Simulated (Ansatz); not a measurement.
`CCOB(C)F` → `COB(C)F` + `[CH2]` (triplet)  (formal loss of a carbene)

Isolated molecules relaxed with PBE0-D4/def2-TZVP in Ansatz; ΔE leaves out vibrations. CCSD(T)/CBS is the MP2 limit (def2-TZVPP, def2-QZVPP) plus CCSD(T) − MP2 in def2-TZVPP, frozen cores. This one scheme is used for every species. Functionals use def2-TZVPP. B3LYP here is the variant with VWN-RPA as its local correlation; programs differ in this. Triplets are unrestricted, without spin–orbit coupling. Each species was taken in one conformer, which may not be the lowest.

```csv
level,ΔE (kcal/mol),difference from CCSD(T)/CBS
PBE-D4,109.8,1.0
r2SCAN-D4,103.4,-5.4
PBE0-D4,107.9,-0.9
ωB97X-V,111.3,2.5
ωB97M-V,109.3,0.5
PBE,108.5,-0.3
r2SCAN,103.0,-5.8
B3LYP,104.7,-4.1
HF/def2-TZVPP,74.1,-34.7
SCS-MP2/def2-TZVPP,109.3,0.5
HF/def2-QZVPP,74.1,-34.7
MP2/def2-QZVPP,110.6,1.8
SCS-MP2/def2-QZVPP,111.1,2.3
HF/CBS(def2),74.1,-34.7
MP2/CBS(def2),111.7,2.9
CCSD/CBS(def2),106.2,-2.6
CCSD(T)/CBS,108.8,0
```

Largest T1 diagnostic among the species: 0.012.

In def2-TZVPP, CCSD(T) changes the Hartree–Fock value by +32.1 kcal/mol (the triples alone add +2.6 kcal/mol) and MP2 by +35.0 kcal/mol. From PBE to PBE0 (25 % exact exchange), in def2-TZVPP and without D4, ΔE moves by −1.7 kcal/mol. The D4 term adds +2.0 kcal/mol with B3LYP and +1.1 kcal/mol with PBE0; it sums over pairs of atoms, weighted by their polarisabilities, and B3LYP, whose exchange is more repulsive, gets the larger term.
